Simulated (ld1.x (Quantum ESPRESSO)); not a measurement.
# Pseudopotential generation for Au (Z = 79): ultrasoft, LDA (PZ), scalar-relativistic.

Input for ld1.x (Quantum ESPRESSO) 7.5:

```
&input
   title='Au', zed=79., rel=1, dft='PZ', iswitch=3,
   config='[Xe] 4f14 5d10 5f-2 6s0 6p1',
   nld=4, rlderiv=2.00, eminld=-10.0, emaxld=5.0, deld=0.04
 /
 &inputp
   pseudotype=3, tm=.true., lloc=-2, rcloc=1.15,
   nlcc=.true.,
   file_pseudopw='Au.UPF', file_wfcaegen='ae.wfc', file_wfcncgen='nc.wfc', file_beta='beta', file_chi='chi', file_wfcusgen='us.wfc'
 /
8
5S  1  0   2.00   0.00  1.20  1.40  0.0
6S  2  0   0.00   0.00  1.20  1.40  0.0
5P  2  1   6.00   0.00  1.40  1.50  0.0
6P  3  1   1.00   0.00  1.40  1.50  0.0
5D  3  2  10.00   0.00  1.55  1.85  0.0
5D  3  2   0.00   1.40  1.55  1.85  0.0
5F  4  3  -2.00  -0.10  1.35  1.70  0.0
5F  4  3  -2.00   0.70  1.35  1.70  0.0
 &test
   configts(1)='5s2 5p6 5d10 6s0 6p1'
 /
```

Command:

```bash
ld1.x < Au.in > Au.out
```

Resulting log (shortened: banner, matrices, multipoles, cross overlaps and the repeated all-electron block are left out):

```
Program LD1 v.7.5
     --------------------------- All-electron run ----------------------------

     Au
     scalar relativistic calculation

     atomic number is 79.00
     dft =PZ   lsd =0 sic =0 latt =0  beta=0.20 tr2=1.0E-14
     Exchange-correlation= PZ
                           (   1   1   0   0   0   0   0)
     mesh =1279 r(mesh) = 100.03820 a.u. xmin = -7.00 dx = 0.01250
     1 Ry =  13.60569312 eV, c = 137.03599908

     n l     nl                  e(Ry)          e(Ha)          e(eV)
     1 0     1S 1( 2.00)     -5933.2368     -2966.6184    -80725.7990
     2 0     2S 1( 2.00)     -1047.0710      -523.5355    -14246.1269
     2 1     2P 1( 6.00)      -905.4672      -452.7336    -12319.5094
     3 0     3S 1( 2.00)      -247.2302      -123.6151     -3363.7386
     3 1     3P 1( 6.00)      -206.1693      -103.0846     -2805.0758
     4 0     4S 1( 2.00)       -53.7354       -26.8677      -731.1076
     4 1     4P 1( 6.00)       -40.2689       -20.1345      -547.8865
     3 2     3D 1(10.00)      -162.2629       -81.1315     -2207.6998
     5 0     5S 1( 2.00)        -8.1527        -4.0763      -110.9228
     5 1     5P 1( 6.00)        -4.5734        -2.2867       -62.2238
     4 2     4D 1(10.00)       -24.1074       -12.0537      -327.9973
     4 3     4F 1(14.00)        -6.1528        -3.0764       -83.7133
     5 2     5D 1(10.00)        -0.6752        -0.3376        -9.1865
     6 0     6S 1( 0.00)        -0.5624        -0.2812        -7.6522
     6 1     6P 1( 1.00)        -0.1480        -0.0740        -2.0142

     final scf error:  4.4E-15 reached in  38 iterations

     Etot =  -38002.343813 Ry,  -19001.171907 Ha, -517048.227876 eV

     Ekin =   42520.325179 Ry,   21260.162590 Ha,  578518.495880 eV
     Encl =  -94577.538821 Ry,  -47288.769411 Ha,-1286792.969533 eV
     Eh   =   14758.313408 Ry,    7379.156704 Ha,  200797.083243 eV
     Exc  =    -703.443579 Ry,    -351.721790 Ha,   -9570.837466 eV

     normalization and overlap integrals

     s(1S/1S) =  1.000000  <r> =   0.0169  <r2> =    0.0004  r(max) =   0.0104
     s(2S/2S) =  1.000000  <r> =   0.0712  <r2> =    0.0060  r(max) =   0.0604
     s(2P/2P) =  1.000000  <r> =   0.0643  <r2> =    0.0050  r(max) =   0.0501
     s(3S/3S) =  1.000000  <r> =   0.1840  <r2> =    0.0387  r(max) =   0.1704
     s(3P/3P) =  1.000000  <r> =   0.1852  <r2> =    0.0398  r(max) =   0.1683
     s(4S/4S) =  1.000000  <r> =   0.4073  <r2> =    0.1872  r(max) =   0.3841
     s(4P/4P) =  1.000000  <r> =   0.4339  <r2> =    0.2140  r(max) =   0.4038
     s(3D/3D) =  1.000000  <r> =   0.1677  <r2> =    0.0329  r(max) =   0.1378
     s(5S/5S) =  1.000000  <r> =   0.9259  <r2> =    0.9625  r(max) =   0.8441
     s(5P/5P) =  1.000000  <r> =   1.0720  <r2> =    1.3017  r(max) =   0.9565
     s(4D/4D) =  1.000000  <r> =   0.4586  <r2> =    0.2431  r(max) =   0.4088
     s(4F/4F) =  1.000000  <r> =   0.4987  <r2> =    0.3016  r(max) =   0.3746
     s(5D/5D) =  1.000000  <r> =   1.5973  <r2> =    3.0718  r(max) =   1.2129
     s(6S/6S) =  1.000000  <r> =   2.7579  <r2> =    8.7331  r(max) =   2.2661
     s(6P/6P) =  1.000000  <r> =   4.3956  <r2> =   22.9155  r(max) =   3.3386

     ------------------------ End of All-electron run ------------------------

     --------------------- Generating US pseudopotential ---------------------

      Generating local potential from pseudized AE potential:
      Matching radius rcloc =   1.1500
      Enforcing V''(0)=0 (lloc=-2)

      Local pseudo, rcloc= 1.139 Estimated cut-off energy=    24.53 Ry

      Computing core charge for nlcc:

       r > 0.74 : true rho core
       r < 0.74 : rho core = a sin(br)/r    a=  54.31  b=   3.64

      Integrated core pseudo-charge :  14.50

      Wfc   5S  rcut= 1.198  Using Troullier-Martins method
      Wfc-us  5S rcutus= 1.392  Estimated cut-off energy=    28.21 Ry

      Wfc   6S  rcut= 1.198  Using Troullier-Martins method
      Wfc-us  6S rcutus= 1.392  Estimated cut-off energy=    55.52 Ry

      Wfc   5P  rcut= 1.392  Using Troullier-Martins method
      Wfc-us  5P rcutus= 1.500  Estimated cut-off energy=    37.32 Ry

      Wfc   6P  rcut= 1.392  Using Troullier-Martins method
      Wfc-us  6P rcutus= 1.500  Estimated cut-off energy=    65.06 Ry

      Wfc   5D  rcut= 1.538  Using Troullier-Martins method
      Wfc-us  5D rcutus= 1.832  Estimated cut-off energy=    34.57 Ry

      Wfc   5D  rcut= 1.538  Using Troullier-Martins method
      Wfc-us  5D rcutus= 1.832  Estimated cut-off energy=    52.22 Ry

      Wfc   5F  rcut= 1.357  Using Troullier-Martins method
      Wfc-us  5F rcutus= 1.700  Estimated cut-off energy=    48.78 Ry

      Wfc   5F  rcut= 1.357  Using Troullier-Martins method
      Wfc-us  5F rcutus= 1.700  Estimated cut-off energy=    49.50 Ry

     ------------------- End of pseudopotential generation -------------------

     Computing logarithmic derivative in   2.01239

       Warning: n=2, l=0 expected 1 nodes, found 2
       Setting wfc to zero for this iteration
       (This warning will only be printed once per wavefunction)

       Zero norm: self consistency problem; state:  4 (l=  0, j=0.0)
     Computing logarithmic derivative in   2.01239
     Computing the partial wave expansion
     R is outside the sphere for l=    0 j= 0.00
     R is outside the sphere for l=    0 j= 0.00
     R is outside the sphere for l=    1 j= 0.00
     R is outside the sphere for l=    1 j= 0.00
     R is outside the sphere for l=    2 j= 0.00
     R is outside the sphere for l=    2 j= 0.00
     R is outside the sphere for l=    3 j= 0.00
     R is outside the sphere for l=    3 j= 0.00

     ---------------------- Testing the pseudopotential ----------------------

     Au
     scalar relativistic calculation

     atomic number is 79.00   valence charge is 19.00
     dft =PZ   lsd =0 sic =0 latt =0  beta=0.20 tr2=1.0E-14
     mesh =1279 r(mesh) = 100.03820 xmin = -7.00 dx = 0.01250

     n l     nl             e AE (Ry)        e PS (Ry)    De AE-PS (Ry)
     1 0     5S   1( 2.00)       -8.15267       -8.20501        0.05234  !
     2 1     5P   1( 6.00)       -4.57337       -4.62426        0.05090  !
     3 2     5D   1(10.00)       -0.67520       -0.72338        0.04818  !
     2 0     6S   1( 0.00)       -0.56243       -0.56243        0.00000
     3 1     6P   1( 1.00)       -0.14804       -0.13064       -0.01740  !

     eps = 7.8E-15  iter = 19

     Etot =  -38002.343813 Ry,  -19001.171907 Ha, -517048.227876 eV
     Etotps =  -315.465311 Ry,    -157.732655 Ha,   -4292.124207 eV

     Ekin =      92.384291 Ry,      46.192145 Ha,    1256.952308 eV
     Encl =    -579.616531 Ry,    -289.808266 Ha,   -7886.084653 eV
     Ehrt =     228.820391 Ry,     114.410195 Ha,    3113.260017 eV
     Ecxc =     -72.614850 Ry,     -36.307425 Ha,    -987.975360 eV
     (Ecc =     -40.836897 Ry,     -20.418448 Ha,    -555.614284 eV)
     Epseu=      15.561389 Ry,       7.780694 Ha,     211.723481 eV

     ---------------------- End of pseudopotential test ----------------------
```

Generation and configuration tests took about 3.8 s on one core of a shared server CPU.

Transferability test of the new file with ld1.x, input:

```
&input
   title='Au', zed=79., rel=1, dft='PZ', iswitch=2,
   config='[Xe] 4f14 5d10 5f-2 6s0 6p1'
 /
 &test
   file_pseudo='Au.UPF', nconf=10,
   configts(1)='5s2 5p6 5d10 6s0 6p1',
   configts(2)='5s2 5p6 5d10 6s1 6p0',
   configts(3)='5s2 5p6 5d10 6s0 6p0',
   configts(4)='5s2 5p6 5d9 6s0 6p0',
   configts(5)='5s2 5p5 5d10 6s1 6p0',
   configts(6)='5s2 5p6 5d9 6s1 6p1',
   configts(7)='5s2 5p6 5d8 6s0 6p0',
   configts(8)='5s1 5p6 5d10 6s1 6p0',
   configts(9)='5s2 5p6 5d10 6s0 6p1', lsdts(9)=1,
   configts(10)='5s2 5p6 5d10 6s1 6p0', lsdts(10)=1
 /
```

```bash
ld1.x < Au.test.in > Au.test.out
```

Pseudopotential blocks of its output, shortened (energy terms left out; the distinct warnings before each block abridged to one line each):

```
     Warning: n=2, l=0 expected 1 nodes, found 2
     ---------------------- Testing the pseudopotential ----------------------

     n l     nl             e AE (Ry)        e PS (Ry)    De AE-PS (Ry)
     1 0     5S   1( 2.00)       -8.15267       -8.20501        0.05234  !
     2 1     5P   1( 6.00)       -4.57337       -4.62426        0.05090  !
     3 2     5D   1(10.00)       -0.67520       -0.72338        0.04818  !
     2 0     6S   1( 0.00)       -0.56243       -0.56243        0.00000
     3 1     6P   1( 1.00)       -0.14804       -0.13064       -0.01740  !

     eps = 7.8E-15  iter = 19

     Etot =  -38002.343813 Ry,  -19001.171907 Ha, -517048.227876 eV
     Etotps =  -315.465311 Ry,    -157.732655 Ha,   -4292.124207 eV

     ---------------------- End of pseudopotential test ----------------------

          Warning: n=1, l=0 expected 0 nodes, found 1
     Warning: n=2, l=1 expected 0 nodes, found 2
     Warning: n=3, l=2 expected 0 nodes, found 1
     ---------------------- Testing the pseudopotential ----------------------

     n l     nl             e AE (Ry)        e PS (Ry)    De AE-PS (Ry)
     1 0     5S   1( 2.00)       -7.99519       -8.35985        0.36466  !
     2 1     5P   1( 6.00)       -4.41443       -4.78408        0.36965  !
     3 2     5D   1(10.00)       -0.52309       -0.88871        0.36562  !
     2 0     6S   1( 1.00)       -0.44762       -0.10312       -0.34450  !
     3 1     6P   1( 0.00)       -0.06516       -0.04838       -0.01678  !

     eps = 8.1E-15  iter = 59

     Etot =  -38002.740594 Ry,  -19001.370297 Ha, -517053.626353 eV
     Etotps =  -315.363389 Ry,    -157.681694 Ha,   -4290.737487 eV
     dEtot_ae =      -0.396781 Ry
     dEtot_ps =       0.101922 Ry,   Delta E=      -0.498703 Ry

     ---------------------- End of pseudopotential test ----------------------

          ---------------------- Testing the pseudopotential ----------------------

     n l     nl             e AE (Ry)        e PS (Ry)    De AE-PS (Ry)
     1 0     5S   1( 2.00)       -8.62498       -8.62947        0.00449
     2 1     5P   1( 6.00)       -5.04736       -5.04929        0.00193
     3 2     5D   1(10.00)       -1.14806       -1.14792       -0.00014
     2 0     6S   1( 0.00)       -0.99979       -0.99979        0.00000
     3 1     6P   1( 0.00)       -0.50634       -0.43113       -0.07521  !

     eps = 5.0E-15  iter = 10

     Etot =  -38002.022189 Ry,  -19001.011095 Ha, -517043.851962 eV
     Etotps =  -315.186265 Ry,    -157.593133 Ha,   -4288.327599 eV
     dEtot_ae =       0.321624 Ry
     dEtot_ps =       0.279046 Ry,   Delta E=       0.042578 Ry

     ---------------------- End of pseudopotential test ----------------------

          ---------------------- Testing the pseudopotential ----------------------

     n l     nl             e AE (Ry)        e PS (Ry)    De AE-PS (Ry)
     1 0     5S   1( 2.00)       -9.58870       -9.58964        0.00094
     2 1     5P   1( 6.00)       -5.99844       -5.99824       -0.00021
     3 2     5D   1( 9.00)       -2.03052       -2.02988       -0.00064
     2 0     6S   1( 0.00)       -1.70315       -0.52080       -1.18235  !
     3 1     6P   1( 0.00)       -1.08926       -0.96121       -0.12805  !

     eps = 8.6E-16  iter = 10

     Etot =  -38000.441906 Ry,  -19000.220953 Ha, -517022.351109 eV
     Etotps =  -313.606074 Ry,    -156.803037 Ha,   -4266.828002 eV
     dEtot_ae =       1.901907 Ry
     dEtot_ps =       1.859237 Ry,   Delta E=       0.042670 Ry

     ---------------------- End of pseudopotential test ----------------------

          ---------------------- Testing the pseudopotential ----------------------

     n l     nl             e AE (Ry)        e PS (Ry)    De AE-PS (Ry)
     1 0     5S   1( 2.00)       -8.99995       -9.53686        0.53691  !
     2 1     5P   1( 5.00)       -5.38495       -5.91887        0.53392  !
     3 2     5D   1(10.00)       -1.38321       -1.89757        0.51436  !
     2 0     6S   1( 1.00)       -1.09570       -0.21766       -0.87804  !
     3 1     6P   1( 0.00)       -0.56311       -0.29145       -0.27166  !

     eps = 9.9E-15  iter = 37

     Etot =  -37997.860242 Ry,  -18998.930121 Ha, -516987.225787 eV
     Etotps =  -309.881027 Ry,    -154.940514 Ha,   -4216.146164 eV
     dEtot_ae =       4.483571 Ry
     dEtot_ps =       5.584283 Ry,   Delta E=      -1.100712 Ry

     ---------------------- End of pseudopotential test ----------------------
```

The test run then stopped with an error in chargeps: “negative rho”.
